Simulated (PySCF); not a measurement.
## EPR parameters of C7H11

C₇H₁₁ (doublet state).
Structure used (GFN2-xTB), in Å, numbered top down from 1:
```
atom  x, y, z in Å
C1    -2.6441    1.1692    0.0940
C2    -1.3287    0.5656    0.3454
C3    -1.1363   -0.7558   -0.4338
C4     0.2632   -1.3345   -0.2156
C5     1.3237   -0.4338   -0.7824
C6     2.2656    0.1193   -0.0831
C7     3.2025    0.6612    0.6268
H8    -3.4149    1.1630    0.8388
H9    -2.8916    1.5212   -0.8891
H10   -1.1918    0.3686    1.4100
H11   -0.5282    1.2411    0.0172
H12   -1.8863   -1.4775   -0.1035
H13   -1.2958   -0.5671   -1.4976
H14    0.4402   -1.4852    0.8510
H15    0.3225   -2.3072   -0.7131
H16    1.2596   -0.2445   -1.8470
H17    3.0774    1.6260    1.0929
H18    4.1544    0.1768    0.7789
```

The hyperfine couplings belong to this conformer and change with its torsions.

Identity: `[CH2]CCCC=C=C` [radical].

Method: UKS B3LYP, pcH-1 on C H, non-relativistic, mean-field spin-orbit, GIAO (PySCF 2.14.0). One conformer (not necessarily the lowest) at the GFN2-xTB geometry, without solvent, vibrations or thermal averaging. A GFN2-xTB geometry isn't a minimum of the functional, and hyperfine couplings can be far from their values at a DFT geometry. The SCF solution wasn't tested for stability.

```
g1, g2, g3                      : 2.00215, 2.00275, 2.00286
g_iso                           : 2.00259
Form of g                       : rhombic: the two nearest values differ by 15 % of g3 − g1
⟨S²⟩                            : 0.7536 (exact 0.7500)
α and β electrons               : 27, 26
HOMO–LUMO gap, α and β orbitals : 5.65, 5.60 eV
```

Isotropic coupling and dipolar principal values T1 to T3, in mT (MHz turned into mT with g_iso):

```tsv
atom	isotope	a_iso	T1	T2	T3	Mulliken spin population
C1	13C	3.25	-2.89	-2.86	5.75	1.08
C2	13C	-1.15	-0.09	0.03	0.06	-0.09
C3	13C	2.78	-0.22	-0.21	0.43	0.05
C4	13C	0.15	-0.05	-0.05	0.10	0.01
C5	13C	-0.02	-0.01	0.00	0.02	0.00
C6	13C	0.03	-0.03	-0.03	0.06	0.01
C7	13C	-0.02	-0.01	0.00	0.01	0.00
H8	1H	-2.28	-1.41	0.01	1.40	-0.05
H9	1H	-2.22	-1.39	-0.01	1.40	-0.05
H10	1H	0.19	-0.18	-0.14	0.32	0.00
H11	1H	3.27	-0.19	-0.14	0.34	0.03
H12	1H	-0.16	-0.21	-0.07	0.28	0.00
H13	1H	-0.12	-0.19	-0.09	0.27	0.00
H14	1H	-0.01	-0.05	-0.04	0.09	0.00
H15	1H	0.15	-0.05	-0.02	0.07	0.00
H16	1H	0.01	-0.03	-0.03	0.06	0.00
H17	1H	0.05	-0.02	-0.01	0.03	0.00
H18	1H	0.05	-0.01	-0.01	0.02	0.00
```

The largest Mulliken spin populations are on C1 (+1.08) and C2 (-0.09). C1 is the only atom above +0.15. The angles at C1 add up to 359.6°, so it is planar; its axial dipolar tensor and the negative couplings of its protons fit spin in a p orbital normal to that plane.

Axes: g2 points within 2° of the C1–C2 bond.

Under fast tumbling the dipolar parts average out, and these isotropic splittings remain: 2 × 1H (H8/H9, I = 1/2, 3 lines) with 2.25 mT, 2 × 1H (H10/H11, I = 1/2, 3 lines) with 1.73 mT, 2 × 1H (H12/H13, I = 1/2, 3 lines) with 0.14 mT, 2 × 1H (H14/H15, I = 1/2, 3 lines) with 0.07 mT, 1 × 1H (H17, I = 1/2, 2 lines) with 0.05 mT and 1 × 1H (H18, I = 1/2, 2 lines) with 0.05 mT.

Class means assume fast exchange of nuclei equivalent by connectivity; if that motion is slow, each nucleus keeps its own coupling. H17 and H18 aren't averaged: C7 is flat or nearly so (angle sum 360°), and its turn about the short C7–C6 bond (1.29 Å) is taken as slow. The 1H value of +48.5 MHz is a mean of couplings from 5.3 to 91.6 MHz in this one geometry, not an average over conformers.

The 13C coupling of C1 (91.0 MHz) shows only in satellite lines or after enrichment, since that isotope makes up about 1.07 % of natural carbon.

The spin density at the nucleus, in bohr⁻³, is negative for C2 (-0.0286) and H8/H9 (-0.0141), for instance. A restricted open-shell determinant has no negative spin density anywhere; here it arises because α and β orbitals differ (spin polarisation).
